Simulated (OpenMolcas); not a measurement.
An atom or ion with 23 electrons was computed by SS-CASPT2, IPEA 0.25 Eh, imaginary shift 0.1 Eh with spin-orbit coupling (OpenMolcas, ANO-RCC-VTZP, DKH2). The lowest levels that the run gave, each within 12 % of the measured value where one is at hand:

```csv
J,Parity,E (cm-1),g
5/2,even,0.0,2.002
5/2,even,39660,0.572
7/2,even,39720,0.985
11/2,even,39730,1.273
9/2,even,39750,1.172
5/2,even,43720,1.579
3/2,even,43870,1.697
1/2,even,44040,2.604
7/2,even,47390,1.428
1/2,even,47560,0.063
3/2,even,47690,1.236
5/2,even,47730,1.390
```

Task: Which ion is it, and what are the configurations and terms?

Result: Co V (Z = 27, charge +4; active space 5 electrons in 5 orbitals (3d)). J, parity and g give the terms where levels are pure, and mixed ones are named by the computed weights; the size of the splittings, set against known spectra of the 23-electron sequence, gives the charge. In order, with the measured energies in cm-1 (Sugar and Corliss, J. Phys. Chem. Ref. Data 10, 1097 (1981)): 3d5 6S 5/2, 3d5 4G 5/2, 3d5 4G 7/2, 3d5 4G 11/2 (37218), 3d5 4G 9/2, 3d5 4P 5/2 (40753), 3d5 4P 3/2 (40891), 3d5 4P 1/2 (41024), 3d5 4D 7/2 (44709), 3d5 4D 1/2 (44908), 3d5 4D 3/2, 3d5 4D 5/2.

Term energies are means over components that CASPT2 splits; among the terms shown or strongly mixed into the levels shown the widest spread is 37 cm-1 (3d5 4G). Terms from blocks run as CI alone lack orbitals of their own. Computed and measured levels are paired by configuration, term and J; levels that our copy of the source lacks, or whose pairing is in doubt (as where it misses far off the trend of its configuration), stay unpaired and out of the deviations. Levels of configurations outside the active space are missing.
